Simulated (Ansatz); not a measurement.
# Two structures, one formula

The two ends of one reaction step of BH₄O₂F₃, singlet (PBE0-D4/def2-TZVP).

A:

B1  (-1.061, -0.312, -0.704)
F2  (-0.003, 0.169, -1.459)
F3  (-1.076, -1.661, -0.622)
F4  (-2.245, 0.292, -0.979)
H5  (0.277, 0.252, 0.913)
O6  (-0.723, 0.190, 0.813)
H7  (1.733, 0.209, -0.373)
O8  (1.836, 0.275, 0.588)
H9  (-1.117, 1.057, 0.964)
H10  (2.377, -0.471, 0.859)
(Å)

B:

B1  (-1.319, -0.383, -0.300)
F2  (0.555, 0.532, -1.509)
F3  (-0.848, -1.611, -0.418)
F4  (-2.211, 0.064, -1.164)
H5  (0.992, 0.101, 1.127)
O6  (-1.009, 0.305, 0.836)
H7  (1.173, 0.401, -0.787)
O8  (1.826, 0.135, 0.633)
H9  (-1.395, 1.185, 0.850)
H10  (2.235, -0.729, 0.733)
(Å)

Ansatz 0.2.0; basis: def2-TZVPP; cores frozen in the correlated methods. B3LYP uses VWN-RPA correlation.

(1) Which structure is lower at CCSD(T), and by how much? (To be estimated.)

T1 diagnostic: at most 0.012.

Answers

(1) The calculation gives: A, by 40.4 kJ/mol (electronic energy, against the other). By their contacts, A is a complex of BH₂OF₃ ([OH2][B]([F])([F])[F]) + H₂O and B is a complex of BHOF₂ ([OH][B]([F])[F]) + H₂O + HF.

All methods give the same order:

```
      method  E(B) − E(A) (kJ/mol)
       SPW92                  55.3
      PBE-D4                  34.3
     BLYP-D4                  25.2
   r2SCAN-D4                  41.2
      B97M-V                  37.7
     PBE0-D4                  40.4
    B3LYP-D4                  32.1
  r2SCAN0-D4                  44.7
    BHLYP-D4                  38.7
CAM-B3LYP-D4                  39.3
     wB97X-V                  40.5
     wB97M-V                  39.6
      B2PLYP                  35.6
    PBE-QIDH                  44.4
  RPA on PBE                  39.9
          HF                  31.8
         MP2                  39.2
        CCSD                  39.9
     CCSD(T)                  40.4
```

Labels in which every atom is bracketed show which atoms are joined, not bond orders.

For scale, one of the runs: CCSD(T)/def2-TZVPP, 242 basis functions, launched by `ansatz run in.yaml --threads 8 --pin off --events-out ev --progress --plain --max-ram 19148MiB`. The run took 120 s on 8 CPU threads of an Arm Neoverse V2 (shared host), with 5.7 GiB of host memory at its peak.
